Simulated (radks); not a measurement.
The numbers below are computed, except where a source is named.
Effect of the nuclear size on the rubidium ion Rb+, [Kr]. Level of theory: Dirac Kohn-Sham, LDA (Slater exchange, Perdew-Wang correlation), spin-unpolarised, spherical densities, finite nucleus; Fermi nuclear charge, rms radius 4.2036 fm (a radial shooting solver on a logarithmic mesh with Libxc functionals). The rms radius is varied about that value; shifts are against it.

| rms radius (fm) | total energy shift (eV) | density at nucleus (e/bohr^3) | 1s1/2 shift (meV) | 2s1/2 shift (meV) | 3p1/2 shift (meV) | 4s1/2 shift (meV) |
|---|---|---|---|---|---|---|
| 3.7328 | -0.152 | 5.523e+04 | -64.5 | -6.59 | 0.098 | -0.134 |
| 4.0607 | -0.0479 | 5.484e+04 | -20.3 | -2.08 | 0.031 | -0.042 |
| 4.2036 | 0 | 5.468e+04 | 0.000 | 0.000 | 0.000 | 0.000 |
| 4.3844 | 0.0627 | 5.449e+04 | 26.6 | 2.72 | -0.040 | 0.055 |
| 4.935 | 0.269 | 5.395e+04 | 114 | 11.7 | -0.173 | 0.237 |

Slopes of the eigenvalues against <r^2> in GHz/fm^2, as finite differences over the two radii next to the reference (eigenvalue slopes, not the field-shift constants of lines): 1s1/2 4150, 2s1/2 424, 3p1/2 -6.28, 4s1/2 8.62.
